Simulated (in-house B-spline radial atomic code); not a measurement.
Atomic self-consistent-field run: the terbium ion Tb⁺ (an excited or competing configuration). Method: Dirac-Hartree-Fock, average of configuration, Fermi nucleus of rms radius 5.06 fm. Calculated with a radial B-spline atomic code at the basis-set limit.

Command:
```bash
python run_scf.py task.json out
```
Settings (nuclear radius in fm, mass in u):
```
Z                65
configuration    [Kr] 4d10 4f9 5s2 5p5 6s1 7d1
hamiltonian      dirac
method           hf
spin_polarised   False
nucleus          fermi
rms_radius       5.06
atomic_mass      158.92535
speed_of_light   137.035999084
```

Output (hartree, bohr):
```
 radial grid: 81 intervals, B-splines of order 8, outer radius 60 bohr

 iter        energy (Eh)    residual
    1      -11663.153782    7.50e-01
    2      -11680.781136    1.21e+00
    3      -11709.334455    2.68e-01
    4      -11710.926662    7.35e-02
    5      -11711.148047    2.51e-02
    6      -11711.156238    2.01e-03
    7      -11711.156372    3.16e-03
    8      -11711.156572    7.62e-04
    9      -11711.156584    9.36e-05
   10      -11711.156584    4.12e-06
   11      -11711.156584    5.07e-08

 total energy                    -11711.15658
 kinetic                           12804.5805
 electron-nucleus                 -28799.2660
 electron-electron                  4283.5289

 first-order corrections (not in the total)
   Gaunt                            12.2294
   retardation                      -1.2869
   frequency dependence             -0.1708
   self-energy                       8.5987
   Uehling                          -1.4091
   Wichmann-Kroll                    0.0456
   recoil                            0.0259

 orbital      occ     eigenvalue          <r>       <r^2>       <1/r>       <r^4>     <1/r^2>       r_max    small
 1s1/2      2.000     -1922.8015    0.0215031 0.000631469     73.0908 1.06414e-06     12236.2     0.01364  5.88e-02
 2s1/2      2.000      -323.6572    0.0908748  0.00981401     17.4933 0.000167364     1559.93     0.07759  1.30e-02
 2p1/2      2.000      -306.8397    0.0759792  0.00714118     17.4273  0.00010404     493.389     0.05866  1.31e-02
 2p3/2      4.000      -279.3287    0.0828846  0.00836538     15.3442 0.000137692     320.985     0.06455  1.21e-02
 3s1/2      2.000       -74.1550     0.238132   0.0649463     6.40105  0.00638872     339.064      0.2195  4.17e-03
 3p1/2      2.000       -66.8414     0.228199   0.0605842      6.3033  0.00582398     108.208      0.2072  4.10e-03
 3p3/2      4.000       -61.0503     0.241157   0.0674654     5.77858  0.00717586     71.5107      0.2194  3.83e-03
 3d3/2      4.000       -48.6291      0.21384   0.0537992       5.642   0.0051728     39.8487      0.1744  3.69e-03
 3d5/2      6.000       -47.3807     0.217889   0.0557221     5.51171  0.00551593     37.6393      0.1778  3.61e-03
 4s1/2      2.000       -16.0703     0.542051    0.331523     2.64504    0.159746      79.379      0.5051  1.29e-03
 4p1/2      2.000       -13.1400     0.554912    0.350373     2.53269    0.184077     24.7274      0.5099  1.21e-03
 4p3/2      4.000       -11.8429     0.583405    0.387139     2.36348    0.224947     16.5593      0.5355  1.13e-03
 4d3/2      4.000        -6.9859      0.61998    0.446106     2.13783    0.325892     8.30123      0.5436  9.54e-04
 4d5/2      6.000        -6.7474     0.630706     0.46152     2.09328    0.348877     7.82426      0.5524  9.27e-04
 4f5/2      3.857        -1.1030     0.833477     0.89709     1.56257     2.09278     3.19986      0.5586  5.56e-04
 4f7/2      5.143        -1.0723     0.845534    0.925092     1.54279     2.24106     3.12101      0.5644  5.45e-04
 5s1/2      2.000        -2.7036       1.3357     2.00389    0.987029      5.9424     12.6276       1.192  2.55e-04
 5p1/2      1.667        -1.8445      1.48664     2.50047    0.879172     9.56588     3.54579       1.299  2.08e-04
 5p3/2      3.333        -1.6685      1.57501     2.80608    0.821292     12.0599     2.37076       1.373  1.86e-04
 6s1/2      1.000        -0.5898      3.47695     13.4472    0.359142     258.498     1.64664       3.138  3.95e-05
 7d3/2      0.400        -0.0998      13.6994     211.501    0.100407     61229.6   0.0386419       14.06  5.78e-06
 7d5/2      0.600        -0.0992      13.7966     214.471    0.099583     62915.7   0.0371185       14.17  5.66e-06

 Slater integrals (Eh)
   F0(4f7/2,4f7/2)               1.101764
   F2(4f7/2,4f7/2)               0.517408
   F4(4f7/2,4f7/2)               0.323359
   F6(4f7/2,4f7/2)               0.232271
   F0(4f7/2,5p1/2)               0.720260
   G4(4f7/2,5p1/2)               0.108180
   F0(4f7/2,5p3/2)               0.687089
   F2(4f7/2,5p3/2)               0.234771
   G2(4f7/2,5p3/2)               0.123324
   G4(4f7/2,5p3/2)               0.094517
   F0(4f7/2,6s1/2)               0.334139
   G3(4f7/2,6s1/2)               0.012659
   F0(4f7/2,7d3/2)               0.097989
   F2(4f7/2,7d3/2)               0.006115
   G3(4f7/2,7d3/2)               0.002091
   G5(4f7/2,7d3/2)               0.001607
   F0(4f7/2,7d5/2)               0.097257
   F2(4f7/2,7d5/2)               0.005990
   F4(4f7/2,7d5/2)               0.002629
   G1(4f7/2,7d5/2)               0.002406
   G3(4f7/2,7d5/2)               0.002022
   G5(4f7/2,7d5/2)               0.001556
   F0(5p1/2,5p1/2)               0.605842
   F0(5p1/2,5p3/2)               0.587945
   (list cut)
```

Cost of the run: 2 s on 1 thread of Arm Neoverse V2 (shared host).

For the Dirac Hamiltonian the kinetic term is c α·p + (β - 1)c².
